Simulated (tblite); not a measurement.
Species: C₈H₇OP.
SMILES: `O=[P@@H]1C=Cc2ccccc21`

Computed values, GFN2-xTB/tblite, gas phase, harmonic and unscaled. Against measured fundamentals such values can be off by several per cent, at times by over 20. Modes of hydrogen on phosphorus can be 10 to 20 % off.

Harmonic wavenumbers (cm⁻¹): 92.9, 139.8, 230.0, 236.1, 346.7, 389.9, 419.5, 490.2, 497.0, 506.0, 605.5, 650.3, 692.5, 751.6, 760.9, 789.3, 803.9, 853.4, 881.8, 896.1, 914.4, 930.2, 942.7, 1034.8, 1071.8, 1076.9, 1156.3, 1176.3, 1203.7, 1239.4, 1274.0, 1295.6, 1345.3, 1428.4, 1439.2, 1567.2, 1585.9, 1601.0, 2251.6, 3076.6, 3078.6, 3079.6, 3087.4, 3096.8, 3106.5.

A = 2431, B = 1004, C = 735.5 MHz; mass 150.023 u (most abundant isotopes); point group C1, symmetry number 1.

What is the zero-point energy?

Half the sum of the wavenumbers: 27047 cm⁻¹ = 77.33 kcal/mol.

Give the ideal-gas entropy at 400 K and 1 bar in the rigid-rotor, harmonic-oscillator model (classical rotation).

Translation 42.41, rotation 30.45, vibration 27.99: S = 100.9 cal/(mol K).

And Cp and H(400 K) − H(0)?

Cp = 45.37 cal/(mol K), of which vibrations give 37.42 (their classical limit is 45 R = 89.4); H(400 K) − H(0) = 9.84 kcal/mol without the zero-point energy, 6.66 from vibrations.

Blend soft modes into free rotors: weight 1/[1 + (100 cm⁻¹/ν̃)⁴] for the oscillator and the rest for a rotor with moment μB/(μ + B), μ = h/(8π²ν), B = 10⁻⁴⁴ kg m². What vibrational entropy results?

27.33 cal/(mol K) in place of 27.99, which changes −T·S at 400 K by +0.26 kcal/mol.

How do the functions run with temperature in this model?

```csv
T (K),S (cal/(mol K)),Cp (cal/(mol K)),H − H(0) (kcal/mol),G − H(0) (kcal/mol),ln q(vib)
50,57.1,9.9,0.43,-2.43,0.09
100,65.1,13.8,1.02,-5.50,0.54
298.15,89.1,34.8,5.74,-20.83,3.67
373.15,97.8,42.8,8.65,-27.84,5.15
500,111.9,53.8,14.81,-41.15,7.86
750,136.7,68.1,30.22,-72.32,13.34
1000,157.6,76.6,48.39,-109.18,18.61
```

q(vib) and H(0) count from the zero-point level.

Which modes carry the vibrational entropy at 400 K?

92.9 cm⁻¹: 4.17; 139.8 cm⁻¹: 3.37; 230.0 cm⁻¹: 2.42; 236.1 cm⁻¹: 2.37; 346.7 cm⁻¹: 1.67; 389.9 cm⁻¹: 1.47 cal/(mol K); the other 39 give 12.51 together.

What must be added to the electronic energy to get the Gibbs energy at 400 K and 1 bar?

ZPE + [H(400 K) − H(0)] − T·S = 77.33 + 9.84 − 40.34 = 46.83 kcal/mol.

Hindered rotation and anharmonicity are outside this model. The structure is chiral; the term R ln 2 for an equal mix with its mirror image is left out.
